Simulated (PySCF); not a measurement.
borazine cation (B3H6N3), SMILES B1NBNBN1 (connectivity only; charge and spin as stated), charge +1, multiplicity 2.

Geometry optimised at PBE-D3(BJ)/def2-SVP. The geometry has at least one imaginary mode, so it is a saddle point at that level. The spin state was assumed, not searched.

All values below come from TDA-PBE/def2-SVPD in PySCF 2.14.0.

Vertical excitations. Isolated molecule, no solvent.

Computed excitation energies, oscillator strengths and character:
| state | energy (eV) | λ (nm) | f | main pairs |
|---|---|---|---|---|
| root 1 | 0.70 | 1775 | 0.001 | β HOMO→LUMO 94 % |
| root 2 | 1.47 | 845 | 0.022 | β HOMO−1→LUMO 95 % |
| root 3 | 1.70 | 729 | 0.004 | β HOMO−2→LUMO 81 %, β HOMO−3→LUMO 18 % |
| root 4 | 2.80 | 443 | 0.113 | β HOMO−3→LUMO 64 %, β HOMO−4→LUMO 19 %, β HOMO−2→LUMO 12 % |
| root 5 | 3.25 | 382 | 0.033 | β HOMO−4→LUMO 78 %, β HOMO−3→LUMO 12 % |
| root 6 | 4.38 | 283 | 0.004 | β HOMO−5→LUMO 98 % |
| root 7 | 4.44 | 279 | 0.012 | β HOMO−6→LUMO 96 % |
| root 8 | 4.60 | 270 | 0.001 | β HOMO−7→LUMO 96 % |
| root 9 | 5.92 | 209 | 0.003 | α HOMO→LUMO+1 40 %, β HOMO→LUMO+2 57 % |
| root 10 | 5.98 | 207 | 0.000 | α HOMO→LUMO 50 %, β HOMO→LUMO+1 49 % |
Unrestricted roots are not spin-pure.
